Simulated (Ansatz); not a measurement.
`[InH2][BH][TeH]` + `C[SiH2]C=O` → `O=C[SiH2][CH2][InH2]` + `B[TeH]`  (formal exchange of groups at the In–B bond)

Gas-phase electronic energies from Ansatz, PBE0-D4/def2-TZVP geometries. CCSD(T)/CBS is the MP2 limit (def2-TZVPP, def2-QZVPP) plus CCSD(T) − MP2 in def2-TZVPP, frozen cores. Elements past krypton have def2 core potentials. For In, Te outer-core shells are correlated without core-valence functions, which leaves a few kJ/mol of doubt a bond. One conformer a species, not always the lowest.

`[InH2][BH][TeH]`:

```xyz
7

In    0.685    1.141   -0.349
B    -0.234   -0.873   -0.611
Te   -1.255   -1.915    0.903
H     2.314    1.344    0.201
H    -0.200    2.600   -0.636
H    -0.216   -1.507   -1.625
H    -1.093   -0.790    2.117
```

`C[SiH2]C=O`:

Cartesian coordinates in Å:
```
C 0.376 0.218 1.378
Si 0.548 0.134 -0.472
C -1.118 -0.437 -1.250
O -2.087 -0.689 -0.577
H 0.103 -0.761 1.777
H -0.411 0.923 1.653
H 1.308 0.537 1.847
H 1.587 -0.840 -0.911
H 0.881 1.452 -1.081
H -1.188 -0.538 -2.362
```

`O=C[SiH2][CH2][InH2]`:

Z-matrix (Å, degrees):
```
Si
C 1 1.929
C 1 1.846 2 112.2
H 1 1.493 2 106.1 3 123.3
H 1 1.493 2 106.2 3 -123.3
O 2 1.205 1 122.5 3 -0.1
H 2 1.119 1 118.4 3 179.9
In 3 2.162 1 113.8 2 179.8
H 3 1.094 1 108.7 2 -59.0
H 3 1.094 1 108.7 2 58.8
H 8 1.724 3 118.7 1 -89.4
H 8 1.724 3 118.8 1 90.5
```

`B[TeH]`:

```xyz
5

B    -0.692    0.171    0.127
Te    1.141   -0.732    0.605
H    -0.821    0.777   -0.888
H    -1.568    0.037    0.923
H     1.941   -0.253   -0.767
```

| level | ΔE (kcal/mol) |
| --- | --- |
| MP2/def2-QZVPP | 2.1 |
| SCS-MP2/def2-QZVPP | 2.0 |

**Question.** What does CCSD(T)/CBS give? (An estimate is asked.)

**Answer.** Computed: +2.9 kcal/mol. The listed levels differ from it by -0.8, -0.9 kcal/mol.

Largest T1 diagnostic among the species: 0.016.
